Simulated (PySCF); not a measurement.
Two-dimensional NMR puzzle

Compound of formula C2H11OPSi2. Correlations simulated from computed shifts and the bond graph:

HSQC (one-bond C–H):
```tsv
δH	δC
3.45	61.8
2.69	54.5
```

COSY cross peaks (H two or three bonds apart, from the bond graph; peaks can be absent where the dihedral angle is near 90°):
```tsv
δH	δH
4.67	4.66
4.67	2.69
4.67	0.95
4.66	2.69
4.66	0.95
3.90	2.69
```

HMBC (two and three bonds, from the bond graph):
```tsv
δH	δC
4.67	54.5
4.66	54.5
3.90	54.5
3.45	54.5
2.69	61.8
0.95	54.5
```

Single conformer, no solvent, no relativistic terms, equivalent nuclei averaged. NMR shieldings at PBE0/pcSseg-1/GIAO; GFN2-xTB geometry; PySCF 2.14.

References, each an isolated molecule treated in the same way: ¹H and ¹³C against TMS.

Exchangeable hydrogens are left out of these lists.

Problem. Assemble the structure.

Solution. `CO[C@@H]([SiH3])[SiH2]P`.

Numbering as in the mapped SMILES `[CH3:1][O:2][C@@H:3]([SiH3:4])[SiH2:5][PH2:6]`. Each H is labelled by its parent atom. Ha(Si5) is pro-R; Hb(Si5) is pro-S.

δC 61.8 is C1, a methyl carbon bonded to O (δH 3.45). δC 54.5 is C3, an sp3 CH bonded to O and 2 Si (δH 2.69). COSY links 4.67–4.66, 4.67–2.69, 4.67–0.95, 4.66–2.69, 4.66–0.95, 3.90–2.69.

The shifts were computed for this structure.

Shifts are as computed. Against solution values, carbons near 30 ppm lie about +3 ppm off and those near 130 ppm about +5 ppm. Of 1211 compounds with measured shifts, 218 miss one by over three times the rms of a fit or turn the order of signals round; such compounds aren't used in these exercises.
